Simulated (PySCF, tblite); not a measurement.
Compound: C6H13N (charge +1 and doublet state).
SMILES: `C=C[C@](C)([NH2+])CC`

Jobs on this species (20 atoms, 55 electrons) with PySCF (density fitting) and tblite. Hardware of each: one thread of an Arm Neoverse V2, no GPU, on a shared host. Times come from a shared host and carry two figures at best.

**Question.** Rank these jobs by wall time, shortest first.
A. GFN2-xTB; Hessian by finite differences
B. UKS B3LYP, pcH-1 on C H N, non-relativistic, mean-field spin-orbit, GIAO; unrestricted SCF, g, hyperfine, density and orbital grids written; 305 basis functions
C. GFN2-xTB; L-BFGS relaxation

**Answer.** A (0.54 s), C (0.98 s), B (99 s).

All jobs:

```json
{"level and settings": "GFN2-xTB", "work": "Hessian by finite differences", "basis functions": "–", "SCF cycles": "–", "wall time": "0.54 s"}
{"level and settings": "GFN2-xTB", "work": "L-BFGS relaxation", "basis functions": "–", "SCF cycles": "–", "wall time": "0.98 s"}
{"level and settings": "UKS B3LYP, pcH-1 on C H N, non-relativistic, mean-field spin-orbit, GIAO", "work": "unrestricted SCF, g, hyperfine, density and orbital grids written", "basis functions": "305", "SCF cycles": "16", "wall time": "99 s"}
```

**Question.** What do all jobs in the table cost together?

**Answer.** About 1.7 min; the longest takes about 98 % of that, and about 180 times as long as the shortest.
